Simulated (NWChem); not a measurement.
## Ionisation of diphosphane (H$_{4}$P$_{2}$)

```
P
H 1 1.4315
H 1 1.4315 2 92.18
P 1 2.2710 2 93.52 3 93.66
H 4 1.4315 1 93.52 2 87.60
H 4 1.4315 5 92.18 1 -93.66
```
Charge 0, spin multiplicity 1.

Everything below was run with NWChem. The geometry was optimised at B3LYP/def2-SVP, a minimum by its harmonic frequencies. It is one conformer; others weren't searched.

Basis set: def2-TZVPD. −ε marks an orbital energy of the parent.

B3LYP has NWChem's definition, with VWN1-RPA local correlation.

Task: For the first vertical ionisation energy, −ε(HOMO) of HF gives 9.31 eV and −ε(HOMO) of B3LYP gives 6.75 eV. What do −ε(HOMO) of PBE, −ε(HOMO) of r2SCAN, −ε(HOMO) of M06-2X give?

Result: −ε(HOMO) of PBE: 5.91 eV; −ε(HOMO) of r2SCAN: 6.10 eV; −ε(HOMO) of M06-2X: 7.90 eV.
